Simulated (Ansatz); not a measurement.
Cs₃I₄. Total charge 0; doublet. Geometry PBE0-D4/def2-SVP, basis def2-TZVP, Ansatz.

Cartesian coordinates in Å:
```
Cs -2.139 3.429 -1.624
Cs -1.459 -1.696 -0.165
Cs 2.006 0.821 0.559
I -1.592 1.746 1.494
I 1.016 -2.167 2.701
I 0.014 0.768 -2.701
I 2.154 -2.902 -0.265
```

```
run  HOMO (eV)  LUMO (eV)
  A      -4.86      -3.70
  B      -5.26      -3.43
  C      -5.62      -3.13
  D      -4.55      -3.84
  E      -4.49      -3.74
```

In the def2 sets Cs, I take a core potential; there is no spin–orbit coupling. In the doublet, I5 and I7 lie 3.26 Å apart (atoms count from 1), so these atoms are partly bonded to each other. The structure comes from a short search, and lower isomers may exist.

HOMO and LUMO are taken over both spins.

Q: The runs used PBE, PBE0, r2SCAN, r2SCANh, revPBE. Estimate which is which.

A: A r2SCAN (0 % exact exchange); B r2SCANh (10 % exact exchange); C PBE0 (25 % exact exchange); D PBE (0 % exact exchange); E revPBE (0 % exact exchange). Exact exchange lowers occupied and raises empty levels; among semilocal functionals meta-GGAs tend to open the gap a little, and such runs are hard to tell apart. The gap grows from 0.71 eV (PBE) to 2.49 eV (PBE0).
